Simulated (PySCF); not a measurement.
C3H5FOSi, SMILES C#C[Si@H](O)CF.

The structure is a stationary point at PBE-D3(BJ)/def2-SVP. The structure was generated by enumeration; whether it is a known compound was not checked. One conformer was computed; it need not be the lowest.

These are PBE/def2-TZVP (PySCF) values and carry that method's errors.

Isolated molecule, no solvent.

Computed frontier levels, gap, dipole moment and polarisability:
```yaml
highest_occupied_level: -6.86 eV
lowest_empty_level: -1.72 eV
orbital_gap: 5.13 eV
dipole_moment: 2.04 D
quadrupole, principal values (traceless, Buckingham form, about the centre of nuclear charge): -7.03, -0.42, 7.45 D·Å
mean_static_polarisability: 64.6 bohr³ (9.57 Å³)
polarisability_principal_values: 52.0, 56.9, 84.8 bohr³
```
